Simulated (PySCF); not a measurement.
**Working out the ionisation energy of Tc**

Tc [Kr] 4d5 5s2 (6S) → Tc⁺ [Kr] 4d5 5s1 (7S). All numbers are calculated (PySCF 2.14, a scalar-relativistic core potential, in def2-TZVPPD with the def2 core potential (28 electrons) (6s4p3d2f1g, 56 functions)). Frozen: nothing. Energies in hartree (1 hartree = 27.21139 eV):

| part | Tc (lower) | Tc⁺ (upper) |
| --- | --- | --- |
| UHF | -80.112718 | -79.909059 |
| CCSD correlation | -0.416451 | -0.369159 |
| (T) | -0.014238 | -0.009225 |

Task: What does Hartree-Fock give?

Result: (-79.909059) − (-80.112718) = 0.203659 hartree = 5.542 eV.

Task: What do CCSD and CCSD(T) give?

Result: The CCSD correlation energies differ by 0.047292 hartree = 1.287 eV and the triples by 0.005013 hartree = 0.136 eV, so CCSD gives 6.829 eV and CCSD(T) 6.965 eV.

Measured between the centres of the two terms (NIST): 7.119 eV, so CCSD(T) (valence and next inner shell) is off by -0.154 eV.

What remains against the reference includes basis incompleteness and higher excitations.
